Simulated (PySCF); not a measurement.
**How methods differ on the excitation energy of Bi⁺**

Bi⁺ [Xe] 4f14 5d10 6s2 6p2 (3P) → Bi⁺ [Xe] 4f14 5d10 6s2 6p1 6d1 (high-spin determinant), as a difference of total energies. All numbers are calculated (PySCF 2.14, scalar relativity through the core potential, in aug-cc-pVQZ-PP with ECP60MDF). Correlated levels: valence: 5s2 5p6 5d10 frozen. The calculations carry no spin-orbit coupling.

| method | excitation energy (cm⁻¹) |
| --- | --- |
| UHF | 73211 |
| MP2 (valence) | 72762 |
| SCS-MP2 (valence) | 72843 |
| CCSD (valence) | 70282 |
| CCSD(T) (valence) | 69158 |

Spin-orbit coupling is strong in these open shells (close to jj coupling). The scalar numbers leave it out and a first-order estimate fails, so it can dominate the gap to the real levels.

The promoted electron is Rydberg-like, and one or two diffuse shells describe it only roughly, which tends to raise the upper state.

The coupled-cluster amplitudes are large for the upper state (T1 above 0.03 or a double amplitude above 0.15), so a single reference is strained.

The determinant of the upper state mixes LS terms, which raises its energy above the lowest term, most at the Hartree-Fock and MP2 levels.
